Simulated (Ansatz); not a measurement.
The cluster Li3N (the lowest singlet isomer of a short search) was relaxed with PBE0-D4 (def2-TZVP) in Ansatz in these states: neutral quintet, neutral singlet, neutral triplet. The geometries follow in no particular order.

A:

```xyz
4

Li    1.398   -0.422    0.218
Li   -0.500   -1.000   -1.696
Li   -0.334    1.250    1.566
N    -0.565    0.171   -0.088
```

B:

```xyz
4

Li   -0.734    1.551    0.100
Li    1.688   -0.135   -0.295
Li   -0.951   -1.416    0.210
N    -0.003    0.000   -0.016
```

C:

```xyz
4

Li    0.868    1.184    1.060
Li   -0.136    0.308   -1.779
Li   -0.732   -1.493    0.719
N     0.000    0.000    0.000
```

Problem. Judge from the bond lengths which geometry belongs to which state (an estimate).

Solution. A is the neutral quintet (Li2–Li3 3.966 Å, Li1–Li2 2.756 Å, Li1–Li3 2.759 Å); B is the neutral singlet (Li2–Li3 2.977 Å, Li1–Li2 2.977 Å, Li1–Li3 2.977 Å); C is the neutral triplet (Li2–Li3 3.137 Å, Li1–Li2 3.137 Å, Li1–Li3 3.137 Å).

At PBE0-D4/def2-TZVP a singlet lies 2.74 eV below the neutral quintet. At PBE0-D4/def2-TZVP a singlet lies 0.59 eV below the neutral triplet. These are the stationary points nearest to one start from a short search; other shapes may lie lower in each state.
